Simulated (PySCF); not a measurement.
# Excitation energy of V²⁺ by level of theory

V²⁺ [Ar] 3d3 (4F) → V²⁺ [Ar] 3d2 4s1 (4F), as a difference of total energies. Computed with PySCF 2.14 in dyall-av2z (16s12p7d2f, 101 functions), with no relativity, point nucleus. Correlated levels: valence: [Ar] frozen; virtual orbitals above 40 to 60 times the deepest correlated orbital energy dropped. The calculations carry no spin-orbit coupling.

```csv
method,excitation energy (cm⁻¹)
UHF,44515
MP2 (valence),46012
SCS-MP2 (valence),45014
CCSD (valence),46234
CCSD(T) (valence),46243
```

A first-order spin-orbit estimate (lowest level to lowest level, LS coupling) adds -0.007 eV.
